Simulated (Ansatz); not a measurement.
Mulliken charges of CH$_{2}$F$_{3}$Si, SMILES `FC(F)(F)[SiH2]` radical from PBE/def2-TZVPP in Ansatz (PBE0-D4/def2-TZVP geometry).

| atom | x (Å) | y (Å) | z (Å) | charge (e) |
| --- | --- | --- | --- | --- |
| F1 | -0.061 | -0.866 | 1.621 | -0.133 |
| C2 | 0.275 | -0.645 | 0.340 | 0.337 |
| F3 | 0.170 | -1.819 | -0.306 | -0.133 |
| F4 | 1.580 | -0.313 | 0.331 | -0.130 |
| Si5 | -0.830 | 0.725 | -0.471 | 0.086 |
| H6 | -0.670 | 1.970 | 0.322 | -0.014 |
| H7 | -0.403 | 0.881 | -1.883 | -0.014 |

Question: By hand: the dipole of these point charges (1 e Å = 4.8032 D).

Answer: Σ q r = (-0.184, 0.203, -0.122) e Å, of length 0.300 e Å = 1.44 D.

Question: How does the dipole of the full density compare? (An estimate is asked.)

Answer: Ansatz gave: (-0.207, 0.268, -0.157) e Å, 1.79 D; the point charges give 0.80 times that, at 4° from its direction.

Point charges leave out the atoms' own dipoles, such as those of lone pairs, and Mulliken's split depends on the basis, so the two needn't agree.
